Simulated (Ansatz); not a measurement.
Isolated molecules relaxed with PBE0-D4/def2-TZVP in Ansatz; ΔE leaves out vibrations. CCSD(T)/CBS adds triple-zeta CCSD(T) − MP2 to the extrapolated MP2 energy (def2 sets, frozen cores). DFT in def2-TZVPP. B3LYP here is the variant with VWN-RPA as its local correlation; programs differ in this. For As outer-core shells are correlated without core-valence functions, which leaves a few kJ/mol of doubt a bond. Scalar relativity is left out up to krypton. Each species was taken in one conformer, which may not be the lowest.

Consider the ligand exchange at the Si–N bond: `[SiH3]N[AsH2]` + `NC[SiH2]S` → `NC[SiH2]S[SiH3]` + `N[AsH2]`.

Task: Is it downhill or uphill in electronic energy at CCSD(T)/CBS, and by how much? (Best estimate.)

Result: The calculation gave: Downhill: ΔE = -7.2 kJ/mol.

Task: What do these levels give: PBE-D4, r2SCAN-D4, PBE0-D4, ωB97X-V, ωB97M-V, B2PLYP, r2SCAN, B3LYP, MP2/def2-TZVPP, CCSD(T)/def2-TZVPP, HF/CBS(def2), MP2/CBS(def2)? (An estimate is asked.)

Result: Computed: PBE-D4 -20.9, r2SCAN-D4 -14.3, PBE0-D4 -16.9, ωB97X-V -7.2, ωB97M-V -7.6, B2PLYP -3.5, r2SCAN -13.3, B3LYP -2.7, MP2/def2-TZVPP -6.8, CCSD(T)/def2-TZVPP -4.9, HF/CBS(def2) 10.4, MP2/CBS(def2) -9.1 kJ/mol.

Largest T1 diagnostic among the species: 0.011.

From PBE to PBE0 (25 % exact exchange), in def2-TZVPP and without D4, ΔE moves by +3.8 kJ/mol. The D4 term adds −4.9 kJ/mol with B3LYP and −2.9 kJ/mol with PBE0; it sums over pairs of atoms, weighted by their polarisabilities, and B3LYP, whose exchange is more repulsive, gets the larger term. In def2-TZVPP, CCSD(T) changes the Hartree–Fock value by −13.3 kJ/mol (the triples alone add −3.5 kJ/mol) and MP2 by −15.2 kJ/mol.
